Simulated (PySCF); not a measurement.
Compounds:

A. `CCC(C)(C)C(=O)Cl`
B. `O=C[C@]12CC[C@H](C1)C2`
C. 1,4-pentadiyne (SMILES C(C#C)C#C)
D. SMILES COc1nccpc1F

Spectrum 1. 1H NMR (300 MHz, computed): δ 8.67 (m, 1H), 8.02 (m, 1H), 4.19 (s, 3H). 13C{1H} NMR (computed): δ 194.5 (C), 162.8 (C), 151.7 (CH), 142.5 (CH), 55.5 (CH3).

Spectrum 2. 1H NMR (300 MHz, computed): δ 3.27 (t, J = 3.8 Hz, 2H), 1.50 (t, J = 3.8 Hz, 2H). 13C{1H} NMR (computed): δ 82.4 (C), 76.3 (CH), 11.3 (CH2).

Spectrum 3. 1H NMR (300 MHz, computed): δ 10.26 (s, 1H), 2.42 (m, 1H), 1.94 (m, 2H), 1.80 (m, 2H), 1.78 (m, 2H), 0.99 (m, 2H). 13C{1H} NMR (computed): δ 205.8 (CH), 61.1 (C), 41.1 (CH2), 40.1 (CH), 30.7 (CH2), 27.3 (CH2).

Spectrum 4. 1H NMR (300 MHz, computed): δ 1.73 (q, 2H), 1.26 (s, 6H), 0.95 (t, 3H). 13C{1H} NMR (computed): δ 191.6 (C), 53.8 (C), 38.4 (CH2), 27.5 (CH3), 11.8 (CH3).

PySCF calculation with J: B3LYP/pcJ-1, geometry from GFN2-xTB and NMR shieldings at PBE0/pcSseg-1/GIAO; no relativistic terms, gas phase, one computed conformer, one averaged value for each set of equivalent atoms.

δ = σ(ref) − σ, references computed at the same level: 1H and 13C against TMS. Multiplet labels drop J under 1 Hz and among equivalent protons, and merge close values. Unscaled 3J(H,H) run several per cent high. Splittings of carbon signals by F and P are missing where no couplings were computed. Where no couplings were computed, multiplicities follow the n + 1 count of equivalent neighbours, and m marks all less simple cases (inequivalent or close neighbours, rings, F or P nearby). Shifts are as computed. Against solution values, carbons near 30 ppm lie about +3 ppm off and those near 130 ppm about +5 ppm; carbons on Cl a further +6 ppm. Of 1211 compounds with measured shifts, 218 miss one by over three times the rms of a fit or turn the order of signals round; such compounds aren't used in these exercises. Carbons bonded to Cl come out too deshielded.

Which spectrum belongs to which compound?

## Answers

1–D, 2–C, 3–B, 4–A.

- Spectrum 1 (D): 5 13C signals; δC 194.5 is an aromatic carbon bearing fluorine; δC 162.8 is an aromatic carbon bearing oxygen.
- Spectrum 2 (C): 3 13C signals; δC 82.4 is an alkyne carbon; δC 76.3 is a terminal alkyne carbon.
- Spectrum 3 (B): 6 13C signals; δC 205.8 is an aldehyde carbonyl carbon; δC 41.1 is an sp3 CH2 in a ring.
- Spectrum 4 (A): 5 13C signals; δC 53.8 is a quaternary sp3 carbon α to a carbonyl; δC 38.4 is an sp3 CH2.
